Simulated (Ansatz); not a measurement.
Reactions of H₆OSeSi₂, SMILES `O[SiH2][SiH2][SeH]`.

Calculated with Ansatz (gas phase, PBE0-D4/def2-TZVP geometries, no zero-point term in ΔE). CCSD(T)/CBS adds triple-zeta CCSD(T) − MP2 to the extrapolated MP2 energy (def2 sets, frozen cores). This one scheme is used for every species. DFT in def2-TZVPP. def2 core potentials past Kr. For Se, Te outer-core shells are correlated without core-valence functions, which leaves a few kJ/mol of doubt a bond. Scalar relativity is left out up to krypton. Each species was taken in one conformer, which may not be the lowest.

| reaction | CCSD(T)/CBS(def2) (kJ/mol) |
| --- | --- |
| `O[SiH2][SiH2][SeH]` + H₂Te → `O[SiH2][TeH]` + `[SiH3][SeH]` | ? |
| `O[SiH2][SiH2][SeH]` + H₂S → `S[SiH2][SeH]` + silanol | -57 |
| `O[SiH2][SiH2][SeH]` + H–F → `F[SiH2][SeH]` + silanol | ? |
| `O[SiH2][SiH2][SeH]` + `[OH][AlH2]` → `[OH][AlH][SiH2][SeH]` + silanol | -9 |
| `O[SiH2][SiH2][SeH]` + `N=C(N)S` → `N=C(S)N[SiH2]O` + `[SiH3][SeH]` | -60 |
| `O[SiH2][SiH2][SeH]` + H–F → `O[SiH2][SiH2]F` + H₂Se | -47 |

(1) Fill in the missing values. (Best estimate.)

Largest T1 diagnostic: 0.014, for `N=C(N)S`.

Answers

(1) The calculation gave: `O[SiH2][SiH2][SeH]` + H₂Te → `O[SiH2][TeH]` + `[SiH3][SeH]`: -65.4 kJ/mol; `O[SiH2][SiH2][SeH]` + H–F → `F[SiH2][SeH]` + silanol: -131.5 kJ/mol.
